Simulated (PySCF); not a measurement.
Species: ethylchlorosilane, C₂H₇ClSi.
Bonds: C1–C2, C2–Si3, Si3–Cl4. Hydrogens: H5, H6, H7 on C1; H8, H9 on C2; H10, H11 on Si3.

Computed with PySCF at wB97X-D/pcSseg-2, non-relativistic, on one gas-phase PBE0-D3(BJ)/def2-TZVP geometry that isn't relaxed in the solvent. The solvent is an IEF-PCM continuum (van der Waals radii × 1.2). Only the electrostatic response of the medium enters.

Gas phase at wB97X-D/pcSseg-2: HOMO -10.35 eV, LUMO 1.85 eV, dipole 2.14 D.

**Question.** What does the continuum do to the energy, the frontier levels and the dipole at wB97X-D/pcSseg-2 in chloroform?

**Answer.** 
```tsv
solvent	ε	E(solvent) − E(gas) (kcal/mol)	polarisation term (kcal/mol)	distortion of the solute (kcal/mol)	HOMO (eV)	LUMO (eV)	dipole (D)
chloroform	4.711	-1.32	-1.47	0.15	-10.25	2.00	2.52
```

Polarisation term: ½ Σ q·V over the induced surface charges. Distortion: the rise of the solute's own energy as its density leaves the gas-phase optimum.

**Question.** Which radius a makes the point-dipole formula ΔE = −[(ε − 1)/(2ε + 1)]·μ²/a³ give the value in chloroform, with the gas-phase dipole?

**Answer.** μ = 0.840 au and |ΔE| = 0.00211 Eh give a = 2.61 Å; the farthest nucleus lies 3.15 Å from the centroid of the nuclei, so such a sphere wouldn't even hold the nuclei. The formula assumes a rigid point dipole at the centre of a sphere.

Time: 24 s wall; peak memory 1.1 GiB. Hardware: one thread, Intel Xeon 6975P-C (x86_64) (shared host). This is the whole shielding run at wB97X-D/pcSseg-2 in chloroform, SCF included.

Conformer computed: `[CH3:1][CH2:2][SiH2:3][Cl:4]`: C1–C2–Si3–Cl4 179°.

wB97X-D is run here without its empirical dispersion term; that term would change no orbital, density or response property at a fixed geometry.
